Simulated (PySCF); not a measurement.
**Two-component Hartree-Fock for Br (bromine, neutral)**

Start: [Ar] 3d10 4s1 4p6; 4s1/2 filled at m_j = +1/2. Calculated with PySCF 2.14 in x2c-TZVPall-2c with one added diffuse shell each of s, p, d type (7s8p5d1f, 63 functions): generalised Hartree-Fock with the X2C-1e Hamiltonian and a Gaussian nucleus; one run each with spin-orbit coupling (SO) switched off, then screened by Boettger's factors. This is a chosen level, not necessarily the ground level.

| spinor shell | electrons | ε, spin-free (eV) | ε, screened SO (eV) | weight of nominal j (screened SO) | rms radius, screened SO (bohr) |
| --- | --- | --- | --- | --- | --- |
| 1s1/2 | 2 | -13559.8 | -13559.4 | 1.000 | 0.0492 |
| 2s1/2 | 2 | -1828.0 | -1827.9 | 1.000 | 0.205 |
| 2p1/2 | 2 | -1607.4 | -1639.9 | 1.000 | 0.180 |
| 2p3/2 | 4 | -1607.4 | -1591.8 | 1.000 | 0.184 |
| 3s1/2 | 2 | -279.45 | -279.43 | 1.000 | 0.588 |
| 3p1/2 | 2 | -207.63 | -212.58 | 0.999 | 0.600 |
| 3d3/2 | 4 | -88.061 | -88.746 | 0.987 | 0.648 |
| 3d5/2 | 6 | -88.061 | -87.586 | 0.991 | 0.651 |
| 4s1/2 | 1 | -31.023 | -31.020 | 1.000 | 1.79 |
| 4p1/2 | 2 | -12.512 | -12.716 | 0.660 | 2.27 |
| 4p3/2 | 4 | -12.512 | -12.417 | 0.830 | 2.29 |

Problem. Where does 3p3/2 lie, and what is the 3p spin-orbit splitting (screened SO)?

Solution. At -205.25 eV, 7.327 eV above 3p1/2.

```
   quantity    spin-free  screened SO
E (hartree)  -2603.78782  -2603.92739
        M_J          1/2          1/2
       ⟨J²⟩        0.783        0.783
       ⟨L²⟩        0.000        0.005
       ⟨S²⟩        0.783        0.788
```

Each row is a mean over spinors that exchange with the open shell spreads, by up to 3.650 eV (4p3/2).

Rows whose weight is well below 1 are mixtures of j = l ± 1/2: exchange outweighs spin-orbit coupling there, and the label is only the starting occupation.

Without spin-orbit coupling the j labels of p, d and f shells carry no meaning; the spin-free column gives the mean over the occupied spinors of each nl shell, and its ⟨J²⟩ belongs to a mixture of degenerate components.
